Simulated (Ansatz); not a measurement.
# Which method gave which barrier?

Saddle point of GeSiH6I, doublet (SiH₃I ([SiH3][I]) + GeH₃ → GeSiH₆ ([SiH3][GeH3]) + I; bonds formed: Si2–Ge3; bonds broken: I1–Si2), PBE0-D4/def2-TZVP structure:

I1  (-2.524, 0.047, 0.476)
Si2  (-0.292, 0.870, -0.845)
Ge3  (0.560, -0.893, 0.844)
H4  (0.996, 0.396, -1.483)
H5  (-1.155, 1.011, -2.041)
H6  (-0.020, 2.171, -0.194)
H7  (2.051, -0.503, 0.774)
H8  (0.066, -0.849, 2.292)
H9  (0.317, -2.251, 0.177)
(Å)

Ansatz 0.2.0; basis: def2-TZVPP, with def2-QZVPP for the basis limit; cores frozen in the correlated methods; orbitals are unrestricted. Filled d shells of the heavier atoms are correlated. Core potentials replace the inner electrons of the atoms past krypton. The def2 sets are not built for correlating such inner shells, so the correlated values are less sure here. Extrapolation: Hartree–Fock as exp(−7.88 √X), correlation as X^−2.97. Four methods, as single points on the PBE0-D4 structures, gave these electronic barriers from the start structure: 2.45, 9.86, 14.82, 27.15 kcal/mol.

Question: The methods were, in alphabetical order, CCSD(T), HF, r2SCAN-D4, SPW92. Which gave which? (A judgement: the text doesn't fix the answer.)

Answer: By the calculation: SPW92 2.45; r2SCAN-D4 9.86; CCSD(T) 14.82; HF 27.15 kcal/mol. For comparison, CCSD(T) at an estimated basis limit (MP2 extrapolated from triple and quadruple zeta, plus CCSD(T) − MP2 in triple zeta) gives 13.99 kcal/mol.

No T1 diagnostic of these runs exceeds 0.013. ⟨S²⟩ of the unrestricted Hartree–Fock references: 0.75 to 0.79 (a pure state has 0.75).

Labels in which every atom is bracketed show which atoms are joined, not bond orders.

For scale, one of the runs: CCSD(T)/def2-TZVPP, 224 basis functions, launched by `ansatz run in.yaml --threads 4 --pin off --events-out ev --progress --plain --max-ram 41984MiB --backend cuda --devices 0, --max-vram 37GiB`. Time: 8 s of wall clock on 4 CPU threads of an AMD EPYC 7R13 and a share of one NVIDIA H100; the host was shared. Peak host memory: 0.84 GiB.
